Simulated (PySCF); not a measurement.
A side-by-side comparison of computed properties.

First species: C5H6F3OP.
SMILES: `CC(=O)C/P=C/C(F)(F)F`

Second species: C₄H₁₄N₂Si.
Z-matrix (Å and degrees, GFN2-xTB geometry), rows numbered from 1:
```
C 
C   1  1.5227
C   2  1.5254  1  111.62
N   3  1.4554  2  110.75  1   178.29
C   4  1.4492  3  112.21  2  -171.29
N   4  1.4083  3  110.05  2    64.07
Si  6  1.7186  4  119.45  3  -139.82
H   1  1.0870  2  110.38  3   179.66
H   1  1.0882  2  110.67  3    59.67
H   1  1.0880  2  110.66  3   -60.34
H   2  1.0907  1  110.05  3  -121.02
H   2  1.0907  1  110.11  3   120.40
H   3  1.0929  2  109.57  1    59.87
H   3  1.1065  2  109.70  1   -58.72
H   5  1.0888  4  108.50  3   178.96
H   5  1.0884  4  109.18  3    60.29
H   5  1.1029  4  112.53  3   -60.68
H   6  1.0193  4  113.19  3    67.65
H   7  1.4634  6  103.30  4   174.14
H   7  1.4585  6  105.88  4    53.99
H   7  1.4732  6  115.58  4   -67.03
```

Levels: PBE0/pcSseg-1 for dipole moment, HOMO energy, LUMO energy and HOMO–LUMO gap; GFN2-xTB for rotational constant A and rotational constant C. Geometries: GFN2-xTB. Each structure is a single optimised conformer of the isolated species, non-relativistic unless stated; the electronic structure was computed with PySCF and density fitting.

The conformers computed, where there is a choice (atom-mapped SMILES and torsion angles):
- `[CH3:1][C:2](=[O:3])[CH2:4]/[P:5]=[CH:6]/[C:7]([F:8])([F:9])[F:10]`: C1–C2–C4–P5 -85°, C2–C4–P5–C6 -58°, P5–C6–C7–F8 -121°
- `[CH3:1][CH2:2][CH2:3][N:4]([CH3:5])[NH:6][SiH3:7]`: C1–C2–C3–N4 178°, C2–C3–N4–C5 -171°, C3–N4–N6–Si7 -140°

```tsv
property	column X	column Y
dipole moment	1.39 D	4.18 D
HOMO energy	-6.57 eV	-7.61 eV
LUMO energy	0.78 eV	-2.75 eV
HOMO–LUMO gap	7.35 eV	4.86 eV
rotational constant A	3.085 GHz	2.125 GHz
rotational constant C	0.903 GHz	0.549 GHz
```

(1) Which column belongs to which species?

(2) How does each property change from the first species to the second?

Answers

(1) Column X is the second species and column Y the first. The first has 16 atoms and 86 electrons, the second 21 and 66.

(2) dipole moment -2.79 D; HOMO energy +1.04 eV; LUMO energy +3.53 eV; HOMO–LUMO gap +2.49 eV; rotational constant A +0.960 GHz; rotational constant C +0.354 GHz.

On the first: The dipole matches unit charges of opposite sign 0.87 Å apart (1 e·Å = 4.8032 D).

On the second: The dipole equals about 4.6 × 10⁻³⁰ C·m (1 D = 3.33564 × 10⁻³⁰ C·m).
